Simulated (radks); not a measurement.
Problem. The gallium ion Ga3+, [Ar] 3d10. Method: non-relativistic Kohn-Sham, PBE, spin-polarised, spherical densities, point nucleus; computed with a radial shooting solver on a logarithmic mesh with Libxc functionals. Every spin shell is full or empty, so the densities are truly spherical. Functionals are evaluated on that one density, not self-consistently. Rank these exchange functionals by their error against the exact value of the orbitals, and give that value: LDA, B88, PBE, RPBE, WC, SOGGA, B86b, EV93, SCAN, MS2, Tao-Mo.

Solution. Exact: -72.7703 hartree. From best to worst, with 100 (|E| - |E exact|)/|E exact| (equal figures are ties): RPBE +0.02, B88 +0.21, B86b +0.21, MS2 -0.27, PBE -0.29, SCAN +0.33, EV93 +0.34, Tao-Mo -0.48, WC -0.92, SOGGA -2.56, LDA -5.79.
